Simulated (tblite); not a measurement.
Parent: `[CH:1]#[C:2][CH2:3][C@H:4]([F:5])[SiH2:6][CH3:7]` with C2–C3–C4–F5 -172°, C3–C4–Si6–C7 176°, C5H9FSi.

The geometries are computed with GFN2-xTB (gas phase). One conformer each, not checked by frequencies here.

```csv
coordinate of the parent,value
C1≡C2,1.197 Å
C2–C3,1.446 Å
C3–C4,1.529 Å
C4–F5,1.395 Å
C4–Si6,1.927 Å
Si6–C7,1.894 Å
C1–C2–C3,178.8°
C2–C3–C4,111.1°
C3–C4–F5,107.7°
C3–C4–Si6,114.3°
F5–C4–Si6,108.1°
C4–Si6–C7,107.7°
```

Problem. How does the shared frame change in `[CH:1]#[C:2][CH2:3][C@:4]([F:5])([SiH2:6][CH3:7])[C:8]([CH3:9])=[O:10]` with C2–C3–C4–F5 77°, C3–C4–Si6–C7 -51°, C3–C4–C8–C9 -137°, C7H11FOSi? Atoms pair as C1 = C1, C2 = C2, C3 = C3, C4 = C4, F5 = F5, Si6 = Si6, C7 = C7 (parent first).

Solution. 
```tsv
parent	relative	value in the relative	change
C1≡C2	C1≡C2	1.197 Å	0.000
C2–C3	C2–C3	1.446 Å	0.000
C3–C4	C3–C4	1.531 Å	+0.002
C4–F5	C4–F5	1.396 Å	+0.001
C4–Si6	C4–Si6	1.950 Å	+0.023
Si6–C7	Si6–C7	1.889 Å	-0.005
C1–C2–C3	C1–C2–C3	179.2°	+0.4
C2–C3–C4	C2–C3–C4	113.6°	+2.5
C3–C4–F5	C3–C4–F5	109.1°	+1.4
C3–C4–Si6	C3–C4–Si6	113.2°	-1.1
F5–C4–Si6	F5–C4–Si6	106.8°	-1.3
C4–Si6–C7	C4–Si6–C7	107.8°	+0.1
```

Of the parent's bonds, C4–Si6 changes most (+0.023 Å). Bonds of the relative outside the shared frame: C4–C8 1.498, C8–C9 1.502, C8=O10 1.212 Å. Point group C1 → C1.

Problem. How does the shared frame change in `[CH:1]#[C:2][CH2:3][C@:4]([F:5])([C:6]#[C:7][CH3:8])[SiH2:9][CH3:10]` with C2–C3–C4–F5 -179°, C3–C4–Si9–C10 -172°, C8H11FSi? Atoms pair as C1 = C1, C2 = C2, C3 = C3, C4 = C4, F5 = F5, Si6 = Si9, C7 = C10 (parent first).

Solution. 
```json
{"parent": "C1≡C2", "relative": "C1≡C2", "value in the relative": "1.196 Å", "change": "-0.001"}
{"parent": "C2–C3", "relative": "C2–C3", "value in the relative": "1.445 Å", "change": "-0.001"}
{"parent": "C3–C4", "relative": "C3–C4", "value in the relative": "1.535 Å", "change": "+0.006"}
{"parent": "C4–F5", "relative": "C4–F5", "value in the relative": "1.413 Å", "change": "+0.018"}
{"parent": "C4–Si6", "relative": "C4–Si9", "value in the relative": "1.938 Å", "change": "+0.011"}
{"parent": "Si6–C7", "relative": "Si9–C10", "value in the relative": "1.892 Å", "change": "-0.002"}
{"parent": "C1–C2–C3", "relative": "C1–C2–C3", "value in the relative": "179.4°", "change": "+0.6"}
{"parent": "C2–C3–C4", "relative": "C2–C3–C4", "value in the relative": "111.5°", "change": "+0.4"}
{"parent": "C3–C4–F5", "relative": "C3–C4–F5", "value in the relative": "106.3°", "change": "-1.4"}
{"parent": "C3–C4–Si6", "relative": "C3–C4–Si9", "value in the relative": "113.8°", "change": "-0.5"}
{"parent": "F5–C4–Si6", "relative": "F5–C4–Si9", "value in the relative": "106.1°", "change": "-2.0"}
{"parent": "C4–Si6–C7", "relative": "C4–Si9–C10", "value in the relative": "107.0°", "change": "-0.7"}
```

Of the parent's bonds, C4–F5 changes most (+0.018 Å). Bonds of the relative outside the shared frame: C4–C6 1.445, C6≡C7 1.200, C7–C8 1.445 Å. Point group C1 → C1.

Problem. How does the shared frame change in `[CH:1]#[C:2][CH2:3][C@:4]([F:5])([SiH2:6][CH3:7])[CH:8]1[CH2:9][CH2:10]1` with C2–C3–C4–F5 179°, C3–C4–Si6–C7 171°, C3–C4–C8–C9 -79°, C8H13FSi? Atoms pair as C1 = C1, C2 = C2, C3 = C3, C4 = C4, F5 = F5, Si6 = Si6, C7 = C7 (parent first).

Solution. 
```
   parent   relative  value in the relative  change
    C1≡C2      C1≡C2                1.197 Å   0.000
    C2–C3      C2–C3                1.445 Å  -0.001
    C3–C4      C3–C4                1.536 Å  +0.007
    C4–F5      C4–F5                1.406 Å  +0.011
   C4–Si6     C4–Si6                1.933 Å  +0.006
   Si6–C7     Si6–C7                1.893 Å  -0.001
 C1–C2–C3   C1–C2–C3                 178.8°     0.0
 C2–C3–C4   C2–C3–C4                 111.9°    +0.8
 C3–C4–F5   C3–C4–F5                 105.8°    -1.9
C3–C4–Si6  C3–C4–Si6                 112.5°    -1.8
F5–C4–Si6  F5–C4–Si6                 106.4°    -1.7
C4–Si6–C7  C4–Si6–C7                 108.8°    +1.1
```

Of the parent's bonds, C4–F5 changes most (+0.011 Å). Bonds of the relative outside the shared frame: C4–C8 1.512, C8–C9 1.500, C9–C10 1.499, C8–C10 1.497 Å. Point group C1 → C1.
